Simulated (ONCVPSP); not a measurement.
# Transferability test, ONCV potential for osmium

| Quantity | Value |
| --- | --- |
| Element | osmium (Os) |
| Generator | ONCVPSP 4.0.1 |
| Type | optimised norm-conserving Vanderbilt (ONCV) |
| Functional | PBE |
| Relativity | scalar-relativistic |
| Frozen core | [Kr] 4d10 4f14 |
| Valence charge | 16 |
| Reference configuration | 5s2 5p6 5d6 6s2 |
| Partial waves | 5s+6s: rc 1.70 bohr, ncon 4, nbas 8, qcut 7.7 1/bohr, 2 projectors; 5p: rc 1.55 bohr, ncon 3, nbas 7, qcut 11.1 1/bohr, 1 projector; 5d: rc 1.70 bohr, ncon 4, nbas 8, qcut 5.7 1/bohr, 2 projectors, debl 3.8 Ha |
| Local potential | polynomial inside 1.00 bohr (lpopt 3, dvloc0 0 Ha) |
| Core correction | Teter function, parameters optimised by the program |

Energies are relative to the spin-unpolarised reference configuration 5s2 5p6 5d6 6s2; without spin polarisation the order of configurations can differ from experiment.

| valence configuration | charge | ΔE all-electron (eV) | error AE − PS (meV) |
| --- | --- | --- | --- |
| 5s2 5p6 5d6 6s1 | +1 | 9.577 | -4.4 |
| 5s2 5p6 5d6 6s0 | +2 | 26.492 | -14 |
| 5s2 5p6 5d5 6s0 | +3 | 55.339 | -15 |
| 5s2 5p6 5d6 6s1 6p1 | 0 | 5.058 | +44 |

Levels in the configuration 5s2 5p6 5d5 6s0:

```csv
level,all-electron (eV),pseudo (eV)
5s,-122.230,-122.335
5p,-81.281,-81.312
5d,-34.985,-34.984
```

Note: no bound ghost flagged; GHOST(+) flagged for s at 131.0 eV.
